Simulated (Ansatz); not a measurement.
Ansatz (a quantum-chemistry and plane-wave program) job for CH4AlIO, SMILES [I][AlH][O]C, PBE0-D3(BJ)/def2-SVP. 

Ansatz 0.2 input:
```yaml
crystal:
  periodic: [false, false, false]
  atoms:
    - {symbol: Al, position_ang: [-0.90157698, -0.79704199, -0.60592197]}
    - {symbol: H, position_ang: [-2.18137851, -1.49393730, -0.21265192]}
    - {symbol: I, position_ang: [0.32579748, 0.58980099, 1.09077001]}
    - {symbol: O, position_ang: [-0.41880682, -1.01951296, -2.15712095]}
    - {symbol: C, position_ang: [-0.03530398, -1.23116748, -3.49043068]}
    - {symbol: H, position_ang: [0.84330226, -1.87818291, -3.52318440]}
    - {symbol: H, position_ang: [-0.85175687, -1.70615066, -4.03666324]}
    - {symbol: H, position_ang: [0.20534575, -0.27652731, -3.96177383]}
basis:
  gaussian:
    orbitals: def2-SVP
hamiltonian:
  xc: pbe0
  dispersion: d3bj
relax: {f_tol: 0.002, max_steps: 200}
```

Log of the run:

```
[...]
the calculation of the forces begins
reference -17838.81149238 eV, -655.5642307643 hartree; 28, 28 occupied and 64, 64 virtual orbitals, 1064 factors
relax step  21: F+E_penalty+E_count = -17838.95440971 eV  Δ(F+E_penalty+E_count) = -1.824e-4 eV  max|allowed force component| = 9.818e-3 eV/Å  Δτ_max = 0.0060 Å  (22 SCF iters, accepted)
these checks for a lower state are left out or cut short: starts, cluster_reference, orbital_swaps, neighbouring_geometries, increment
integrals: 0.05 GiB planned
1064 factors; integrals over basis functions are off by at most 3.5e-4 eV
mean field: 0.38 GiB planned
mean field evaluation 160: about -17838.8128 eV, gradient 1.1e-5 eV
mean field -17838.81283952 eV, -655.5642802707 hartree, gradient 1.1e-5 eV, S^2 0.000000; 0 other end points of the search recorded, 0 dependent functions left out
the calculation of the forces begins
reference -17838.81286754 eV, -655.5642813004 hartree; 28, 28 occupied and 64, 64 virtual orbitals, 1064 factors
relax step  22: F+E_penalty+E_count = -17838.95622679 eV  Δ(F+E_penalty+E_count) = -1.817e-3 eV  max|allowed force component| = 1.050e-1 eV/Å  Δτ_max = 0.0953 Å  (29 SCF iters, accepted)
these checks for a lower state are left out or cut short: starts, cluster_reference, orbital_swaps, neighbouring_geometries, increment
integrals: 0.05 GiB planned
1064 factors; integrals over basis functions are off by at most 3.5e-4 eV
mean field: 0.38 GiB planned
mean field -17838.81341764 eV, -655.5643015161 hartree, gradient 1.3e-5 eV, S^2 0.000000; 0 other end points of the search recorded, 0 dependent functions left out
the calculation of the forces begins
reference -17838.81344560 eV, -655.5643025437 hartree; 28, 28 occupied and 64, 64 virtual orbitals, 1064 factors
relax step  23: F+E_penalty+E_count = -17838.95712882 eV  Δ(F+E_penalty+E_count) = -9.020e-4 eV  max|allowed force component| = 7.917e-2 eV/Å  Δτ_max = 0.0396 Å  (30 SCF iters, accepted)
these checks for a lower state are left out or cut short: starts, cluster_reference, orbital_swaps, neighbouring_geometries, increment
integrals: 0.05 GiB planned
1064 factors; integrals over basis functions are off by at most 3.4e-4 eV
mean field: 0.38 GiB planned
mean field -17838.81254086 eV, -655.5642692953 hartree, gradient 1.3e-5 eV, S^2 0.000000; 0 other end points of the search recorded, 0 dependent functions left out
the calculation of the forces begins
reference -17838.81256878 eV, -655.5642703214 hartree; 28, 28 occupied and 64, 64 virtual orbitals, 1064 factors
relax step  24: F+E_penalty+E_count = -17838.95651139 eV  Δ(F+E_penalty+E_count) = +6.174e-4 eV  max|allowed force component| = 8.144e-2 eV/Å  Δτ_max = 0.0684 Å  (30 SCF iters, rejected (line search))
these checks for a lower state are left out or cut short: starts, cluster_reference, orbital_swaps, neighbouring_geometries, increment
integrals: 0.05 GiB planned
1064 factors; integrals over basis functions are off by at most 3.4e-4 eV
mean field: 0.38 GiB planned
mean field -17838.81424944 eV, -655.5643320844 hartree, gradient 1.3e-5 eV, S^2 0.000000; 0 other end points of the search recorded, 0 dependent functions left out
the calculation of the forces begins
reference -17838.81427738 eV, -655.5643331111 hartree; 28, 28 occupied and 64, 64 virtual orbitals, 1064 factors
relax step  25: F+E_penalty+E_count = -17838.95794307 eV  Δ(F+E_penalty+E_count) = -8.143e-4 eV  max|allowed force component| = 3.064e-2 eV/Å  Δτ_max = 0.0342 Å  (30 SCF iters, accepted)
these checks for a lower state are left out or cut short: starts, cluster_reference, orbital_swaps, neighbouring_geometries, increment
integrals: 0.05 GiB planned
1064 factors; integrals over basis functions are off by at most 3.4e-4 eV
mean field: 0.38 GiB planned
mean field -17838.81434694 eV, -655.5643356674 hartree, gradient 1.3e-5 eV, S^2 0.000000; 0 other end points of the search recorded, 0 dependent functions left out
the calculation of the forces begins
reference -17838.81437486 eV, -655.5643366934 hartree; 28, 28 occupied and 64, 64 virtual orbitals, 1064 factors
relax step  26: F+E_penalty+E_count = -17838.95836679 eV  Δ(F+E_penalty+E_count) = -4.237e-4 eV  max|allowed force component| = 2.726e-2 eV/Å  Δτ_max = 0.0389 Å  (30 SCF iters, accepted)
these checks for a lower state are left out or cut short: starts, cluster_reference, orbital_swaps, neighbouring_geometries, increment
integrals: 0.05 GiB planned
1064 factors; integrals over basis functions are off by at most 3.4e-4 eV
mean field: 0.38 GiB planned
mean field evaluation 192: about -17838.8146 eV, gradient 6.3e-5 eV
mean field -17838.81464462 eV, -655.5643466068 hartree, gradient 1.3e-5 eV, S^2 0.000000; 0 other end points of the search recorded, 0 dependent functions left out
the calculation of the forces begins
reference -17838.81467256 eV, -655.5643476335 hartree; 28, 28 occupied and 64, 64 virtual orbitals, 1064 factors
relax step  27: F+E_penalty+E_count = -17838.95860243 eV  Δ(F+E_penalty+E_count) = -2.356e-4 eV  max|allowed force component| = 4.739e-2 eV/Å  Δτ_max = 0.0417 Å  (30 SCF iters, accepted)
these checks for a lower state are left out or cut short: starts, cluster_reference, orbital_swaps, neighbouring_geometries, increment
integrals: 0.05 GiB planned
1064 factors; integrals over basis functions are off by at most 3.4e-4 eV
mean field: 0.38 GiB planned
mean field -17838.81481513 eV, -655.5643528730 hartree, gradient 1.2e-5 eV, S^2 0.000000; 0 other end points of the search recorded, 0 dependent functions left out
the calculation of the forces begins
reference -17838.81484307 eV, -655.5643538998 hartree; 28, 28 occupied and 64, 64 virtual orbitals, 1064 factors
relax step  28: F+E_penalty+E_count = -17838.95881133 eV  Δ(F+E_penalty+E_count) = -2.089e-4 eV  max|allowed force component| = 1.992e-2 eV/Å  Δτ_max = 0.0072 Å  (23 SCF iters, accepted)
these checks for a lower state are left out or cut short: starts, cluster_reference, orbital_swaps, neighbouring_geometries, increment
integrals: 0.05 GiB planned
1064 factors; integrals over basis functions are off by at most 3.3e-4 eV
mean field: 0.38 GiB planned
mean field -17838.81496950 eV, -655.5643585460 hartree, gradient 9.7e-6 eV, S^2 0.000000; 0 other end points of the search recorded, 0 dependent functions left out
the calculation of the forces begins
reference -17838.81499745 eV, -655.5643595730 hartree; 28, 28 occupied and 64, 64 virtual orbitals, 1064 factors
relax step  29: F+E_penalty+E_count = -17838.95890726 eV  Δ(F+E_penalty+E_count) = -9.593e-5 eV  max|allowed force component| = 1.475e-2 eV/Å  Δτ_max = 0.0118 Å  (24 SCF iters, accepted)
these checks for a lower state are left out or cut short: starts, cluster_reference, orbital_swaps, neighbouring_geometries, increment
integrals: 0.05 GiB planned
1064 factors; integrals over basis functions are off by at most 3.3e-4 eV
mean field: 0.38 GiB planned
mean field -17838.81497179 eV, -655.5643586303 hartree, gradient 1.3e-5 eV, S^2 0.000000; 0 other end points of the search recorded, 0 dependent functions left out
the calculation of the forces begins
reference -17838.81499975 eV, -655.5643596577 hartree; 28, 28 occupied and 64, 64 virtual orbitals, 1064 factors
relax step  30: F+E_penalty+E_count = -17838.95890852 eV  Δ(F+E_penalty+E_count) = -1.261e-6 eV  max|allowed force component| = 1.103e-2 eV/Å  Δτ_max = 0.0153 Å  (30 SCF iters, accepted)
these checks for a lower state are left out or cut short: starts, cluster_reference, orbital_swaps, neighbouring_geometries, increment
integrals: 0.05 GiB planned
1064 factors; integrals over basis functions are off by at most 3.3e-4 eV
mean field: 0.38 GiB planned
mean field -17838.81501496 eV, -655.5643602167 hartree, gradient 2.0e-5 eV, S^2 0.000000; 0 other end points of the search recorded, 0 dependent functions left out
the calculation of the forces begins
reference -17838.81504292 eV, -655.5643612441 hartree; 28, 28 occupied and 64, 64 virtual orbitals, 1064 factors
relax step  31: F+E_penalty+E_count = -17838.95894481 eV  Δ(F+E_penalty+E_count) = -3.629e-5 eV  max|allowed force component| = 8.047e-3 eV/Å  Δτ_max = 0.0029 Å  (23 SCF iters, accepted)
these checks for a lower state are left out or cut short: starts, cluster_reference, orbital_swaps, neighbouring_geometries, increment
integrals: 0.05 GiB planned
1064 factors; integrals over basis functions are off by at most 3.3e-4 eV
mean field: 0.38 GiB planned
mean field evaluation 224: about -17838.8151 eV, gradient 1.2e-4 eV
mean field -17838.81514416 eV, -655.5643649648 hartree, gradient 1.2e-5 eV, S^2 0.000000; 0 other end points of the search recorded, 0 dependent functions left out
the calculation of the forces begins
reference -17838.81517212 eV, -655.5643659923 hartree; 28, 28 occupied and 64, 64 virtual orbitals, 1064 factors
relax step  32: F+E_penalty+E_count = -17838.95896237 eV  Δ(F+E_penalty+E_count) = -1.756e-5 eV  max|allowed force component| = 6.562e-3 eV/Å  Δτ_max = 0.0046 Å  (23 SCF iters, accepted)
these checks for a lower state are left out or cut short: starts, cluster_reference, orbital_swaps, neighbouring_geometries, increment
integrals: 0.05 GiB planned
1064 factors; integrals over basis functions are off by at most 3.3e-4 eV
mean field: 0.38 GiB planned
mean field -17838.81528424 eV, -655.5643701125 hartree, gradient 2.2e-5 eV, S^2 0.000000; 0 other end points of the search recorded, 0 dependent functions left out
the calculation of the forces begins
reference -17838.81531220 eV, -655.5643711402 hartree; 28, 28 occupied and 64, 64 virtual orbitals, 1064 factors
relax step  33: F+E_penalty+E_count = -17838.95897875 eV  Δ(F+E_penalty+E_count) = -1.639e-5 eV  max|allowed force component| = 5.086e-3 eV/Å  Δτ_max = 0.0048 Å  (23 SCF iters, accepted)
these checks for a lower state are left out or cut short: starts, cluster_reference, orbital_swaps, neighbouring_geometries, increment
integrals: 0.05 GiB planned
1064 factors; integrals over basis functions are off by at most 3.3e-4 eV
mean field: 0.38 GiB planned
mean field -17838.81529665 eV, -655.5643705688 hartree, gradient 3.3e-5 eV, S^2 0.000000; 0 other end points of the search recorded, 0 dependent functions left out
the calculation of the forces begins
reference -17838.81532462 eV, -655.5643715965 hartree; 28, 28 occupied and 64, 64 virtual orbitals, 1064 factors
relax step  34: F+E_penalty+E_count = -17838.95898061 eV  Δ(F+E_penalty+E_count) = -1.858e-6 eV  max|allowed force component| = 8.012e-4 eV/Å  Δτ_max = 0.0008 Å  (19 SCF iters, accepted)
integrals: 0.05 GiB planned
1064 factors; integrals over basis functions are off by at most 3.3e-4 eV
mean field: 0.38 GiB planned
mean field -17838.81529665 eV, -655.5643705688 hartree, gradient 3.3e-5 eV, S^2 0.000000; 1 other end points of the search recorded, 0 dependent functions left out
the calculation of the forces begins
reference -17838.81532462 eV, -655.5643715965 hartree; 28, 28 occupied and 64, 64 virtual orbitals, 1064 factors
Total energy: -17838.95900858 eV, -655.5696518845 hartree
Atom 0 at    -1.062959    -0.934896    -0.671511 Å, force    -0.000385     0.000035     0.000801 eV/Å
Atom 1 at    -2.154515    -1.641098     0.206428 Å, force     0.000279     0.000105    -0.000297 eV/Å
Atom 2 at     0.273208     0.973009     0.163495 Å, force     0.000012     0.000044     0.000001 eV/Å
Atom 3 at    -0.786608    -1.490994    -2.238847 Å, force    -0.000002    -0.000059    -0.000152 eV/Å
Atom 4 at     0.011680    -1.229405    -3.347237 Å, force    -0.000089    -0.000451    -0.000649 eV/Å
Atom 5 at     0.614654    -2.117182    -3.604376 Å, force    -0.000034     0.000127     0.000040 eV/Å
Atom 6 at    -0.614636    -0.987878    -4.223156 Å, force     0.000149     0.000066     0.000162 eV/Å
Atom 7 at     0.704799    -0.384276    -3.181773 Å, force     0.000069     0.000134     0.000094 eV/Å
Dipole moment:     0.018813    -0.096869    -0.214603 e Å
```

The calculation finished and met its thresholds.

Cost: roughly 2.5 core-minutes.
